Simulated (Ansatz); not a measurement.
Compare A (`C[SiH2]C(F)F`) with its isomer B (`FC(F)C[SiH3]`).

Computed with Ansatz on PBE0-D4/def2-TZVP structures; ΔE is electronic, products minus reactants. CCSD(T)/CBS is the MP2 limit (def2-TZVPP, def2-QZVPP) plus CCSD(T) − MP2 in def2-TZVPP, frozen cores. Functionals use def2-TZVPP. B3LYP here is the variant with VWN-RPA as its local correlation; programs differ in this. Each species was taken in one conformer, which may not be the lowest.

(1) Which isomer does CCSD(T)/CBS put lower? Give the gap. (Estimate.)

(2) Give E(B) − E(A) in kcal/mol with PBE-D4, ωB97M-V, MP2/def2-TZVPP, CCSD/def2-TZVPP, B3LYP, PBE0-D4, HF/def2-TZVPP. (An estimate is asked.)

Largest T1 diagnostic: 0.012.

Results:

(1) The calculation gave: B, by 1.8 kcal/mol.

(2) Computed: PBE-D4 -0.4, ωB97M-V -1.5, MP2/def2-TZVPP -2.6, CCSD/def2-TZVPP -2.6, B3LYP -0.6, PBE0-D4 -1.5, HF/def2-TZVPP -3.4. None reverses the order clearly.

From PBE to PBE0 (25 % exact exchange), in def2-TZVPP and without D4, E(B) − E(A) moves by −1.1 kcal/mol. In def2-TZVPP, CCSD(T) changes the Hartree–Fock value by +0.8 kcal/mol (the triples alone add +0.1 kcal/mol) and MP2 by +0.8 kcal/mol.
